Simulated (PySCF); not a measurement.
C3H12SeSi2, singlet, geometry from GFN2-xTB; DF-PBE0/pcseg-1 (PySCF).

Here is a job for PySCF.
```python
from pyscf import gto, scf, dft

mol = gto.Mole()
mol.atom = '''
    Se   -0.374042    0.535242    1.011031
    Si   -0.966617    2.173713   -0.439961
    H    -1.834219    3.054378    0.325248
    H    -1.662900    1.569465   -1.573211
    H     0.234874    2.860330   -0.905258
    Si    0.560922   -1.089427   -0.406648
    C    -0.862226   -1.953563   -1.336911
    C     1.474908   -2.280855    0.762005
    C     1.748877   -0.225899   -1.623798
    H    -0.489275   -2.758211   -1.962301
    H    -1.578373   -2.375626   -0.638224
    H    -1.396343   -1.255264   -1.974732
    H     0.797367   -2.675737    1.512995
    H     2.279364   -1.770780    1.283087
    H     1.900997   -3.116766    0.216707
    H     2.481063    0.374274   -1.091957
    H     1.208922    0.431136   -2.299546
    H     2.286324   -0.953541   -2.223119
'''
mol.basis = 'pcseg-1'
mol.charge = 0
mol.spin = 0
mol.verbose = 4
mol.max_memory = 1800
mol.build()

mf = dft.RKS(mol)
mf.xc = 'pbe0'
mf = mf.density_fit(auxbasis='def2-universal-jkfit')
mf.kernel()
```

What the program printed (banner, timings and long lists left out):

```
PySCF version 2.14.0

[INPUT] verbose = 4
[INPUT] num. atoms = 18
[INPUT] num. electrons = 92
[INPUT] charge = 0
[INPUT] spin (= nelec alpha-beta = 2S) = 0
[INPUT] symmetry False subgroup None
[INPUT] Mole.unit = angstrom
[INPUT] Symbol           X                Y                Z      unit          X                Y                Z       unit  Magmom
[INPUT]  1 Se    -0.374042000000   0.535242000000   1.011031000000 AA   -0.706836939085   1.011460790364   1.910571693445 Bohr   0.0
[INPUT]  2 Si    -0.966617000000   2.173713000000  -0.439961000000 AA   -1.826641397349   4.107722243407  -0.831405795490 Bohr   0.0
[INPUT]  3 H     -1.834219000000   3.054378000000   0.325248000000 AA   -3.466171562474   5.771937900897   0.614629642563 Bohr   0.0
[INPUT]  4 H     -1.662900000000   1.569465000000  -1.573211000000 AA   -3.142425572539   2.965859012091  -2.972937926153 Bohr   0.0
[INPUT]  5 H      0.234874000000   2.860330000000  -0.905258000000 AA    0.443847533781   5.405240325877  -1.710689692072 Bohr   0.0
[INPUT]  6 Si     0.560922000000  -1.089427000000  -0.406648000000 AA    1.059988957243  -2.058718662707  -0.768453349102 Bohr   0.0
[INPUT]  7 C     -0.862226000000  -1.953563000000  -1.336911000000 AA   -1.629370997479  -3.691699037084  -2.526395642918 Bohr   0.0
[INPUT]  8 C      1.474908000000  -2.280855000000   0.762005000000 AA    2.787172178930  -4.310191279845   1.439980755549 Bohr   0.0
[INPUT]  9 C      1.748877000000  -0.225899000000  -1.623798000000 AA    3.304898555551  -0.426887241813  -3.068533501616 Bohr   0.0
[INPUT] 10 H     -0.489275000000  -2.758211000000  -1.962301000000 AA   -0.924595749597  -5.212263383763  -3.708211463960 Bohr   0.0
[INPUT] 11 H     -1.578373000000  -2.375626000000  -0.638224000000 AA   -2.982692692408  -4.489282514396  -1.206068566124 Bohr   0.0
[INPUT] 12 H     -1.396343000000  -1.255264000000  -1.974732000000 AA   -2.638705845954  -2.372105174026  -3.731702649415 Bohr   0.0
[INPUT] 13 H      0.797367000000  -2.675737000000   1.512995000000 AA    1.506805250766  -5.056410111365   2.859146177836 Bohr   0.0
[INPUT] 14 H      2.279364000000  -1.770780000000   1.283087000000 AA    4.307373698193  -3.346289226857   2.424683023990 Bohr   0.0
[INPUT] 15 H      1.900997000000  -3.116766000000   0.216707000000 AA    3.592363693620  -5.889834134356   0.409516879276 Bohr   0.0
[INPUT] 16 H      2.481063000000   0.374274000000  -1.091957000000 AA    4.688529567792   0.707275355545  -2.063499669802 Bohr   0.0
[INPUT] 17 H      1.208922000000   0.431136000000  -2.299546000000 AA    2.284531485961   0.814728962440  -4.345512150839 Bohr   0.0
[INPUT] 18 H      2.286324000000  -0.953541000000  -2.223119000000 AA    4.320526192020  -1.801931338544  -4.201086052317 Bohr   0.0

nuclear repulsion = 640.504134655938
number of shells = 42
number of NR pGTOs = 329
number of NR cGTOs = 165
basis = pcseg-1
ecp = {}

******** <class 'pyscf.df.df_jk.DFRKS'> ********
method = DFRKS
initial guess = minao
damping factor = 0
level_shift factor = 0
DIIS = <class 'pyscf.scf.diis.CDIIS'>
diis_start_cycle = 1
diis_space = 8
diis_damp = 0
SCF conv_tol = 1e-09
SCF conv_tol_grad = None
SCF max_cycles = 50
direct_scf = False
XC library pyscf.dft.libxc version 7.1.2
    S. Lehtola, C. Steigemann, M. J. T. Oliveira, and M. A. L. Marques,  SoftwareX 7, 1–5 (2018)
XC functionals = pbe0
    C. Adamo and V. Barone,  J. Chem. Phys. 110, 6158 (1999)
    M. Ernzerhof and G. E. Scuseria,  J. Chem. Phys. 110, 5029 (1999)
radial grids:
    Treutler-Ahlrichs [JCP 102, 346 (1995); DOI:10.1063/1.469408] (M4) radial grids

becke partition: Becke, JCP 88, 2547 (1988); DOI:10.1063/1.454033
pruning grids: <function nwchem_prune>
grids dens level: 3
symmetrized grids: False
atomic radii adjust function: <function treutler_atomic_radii_adjust>
small_rho_cutoff = 0
Set gradient conv threshold to 3.16228e-05
Initial guess from minao.
tot grids = 218840
******** <class 'pyscf.df.df.DF'> ********
auxbasis = def2-universal-jkfit
init E= -3100.25856363047
  HOMO = -0.285570711294813  LUMO = -0.0443040696541166  gap/eV = 6.56520
cycle= 1 E= -3101.09465671043  delta_E= -0.836  |g|= 0.469  |ddm|= 4.11
  HOMO = -0.20571285299919  LUMO = 0.00729673002342679  gap/eV = 5.79629
cycle= 2 E= -3101.09029170546  delta_E= 0.00437  |g|= 0.486  |ddm|= 1.04
  HOMO = -0.235962193660007  LUMO = 0.00726477737732267  gap/eV = 6.61854
cycle= 3 E= -3101.15579330219  delta_E= -0.0655  |g|= 0.0209  |ddm|= 0.532
  HOMO = -0.240677744782935  LUMO = 0.00405775344327841  gap/eV = 6.65959
cycle= 4 E= -3101.15587829617  delta_E= -8.5e-05  |g|= 0.0147  |ddm|= 0.055
  HOMO = -0.239372901627414  LUMO = 0.00499013256161618  gap/eV = 6.64946
cycle= 5 E= -3101.15595164725  delta_E= -7.34e-05  |g|= 0.00191  |ddm|= 0.0235
  HOMO = -0.239163198211012  LUMO = 0.0051660409441463  gap/eV = 6.64854
cycle= 6 E= -3101.1559525971  delta_E= -9.5e-07  |g|= 0.000746  |ddm|= 0.00354
  HOMO = -0.239236990404547  LUMO = 0.00512845560838171  gap/eV = 6.64952
cycle= 7 E= -3101.15595277073  delta_E= -1.74e-07  |g|= 7.29e-05  |ddm|= 0.00111
  HOMO = -0.239220560824572  LUMO = 0.00513643943696529  gap/eV = 6.64929
cycle= 8 E= -3101.1559527725  delta_E= -1.77e-09  |g|= 1.98e-05  |ddm|= 0.000162
  HOMO = -0.239224907748024  LUMO = 0.00513432555090532  gap/eV = 6.64935
cycle= 9 E= -3101.15595277264  delta_E= -1.45e-10  |g|= 6.54e-06  |ddm|= 4.73e-05
  HOMO = -0.239223843977308  LUMO = 0.0051343438041469  gap/eV = 6.64932
Extra cycle  E= -3101.15595277263  delta_E= 1e-11  |g|= 7.9e-06  |ddm|= 2.21e-05
converged SCF energy = -3101.15595277263
```
